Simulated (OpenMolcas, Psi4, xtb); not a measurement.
# GaNH3 (SMILES [NH2][GaH]): methods side by side

GaNH3 has 5 atoms, charge 0, and is taken as a doublet. SMILES: `[NH2][GaH]`. The shape is that of a PBE0-D4/def2-TZVP optimisation. This is one conformer, not always the lowest.

```xyz
5

N    -0.2119   -0.6840    0.0647
Ga    0.8155    0.7829    0.4170
H    -0.9468   -0.7013   -0.6251
H    -0.1152   -1.5693    0.5320
H     0.5082    2.0979   -0.4301
```

Quantity: the dipole moment, in D. The values are calculated.

```csv
level,kind,program,value (D),CPU time
GFN2-xTB,semi-empirical,xtb,0.92,under 2 s
UHF/def2-TZVP,Hartree–Fock,OpenMolcas,0.83,14 s
USVWN5/def2-TZVP,LDA,OpenMolcas,1.15,30 s
UBLYP/def2-TZVP,GGA,OpenMolcas,1.10,48 s
UTPSS/def2-TZVP,meta-GGA,OpenMolcas,1.12,73 s
UPBE0-D4/def2-TZVP (density fitting),global hybrid,Psi4,1.00,15 s
```

All-electron rows without a relativistic Hamiltonian named are non-relativistic. The values span 0.83 to 1.15 D. Magnitudes only. CPU times are rough (shared hosts, several kinds of processor and program).
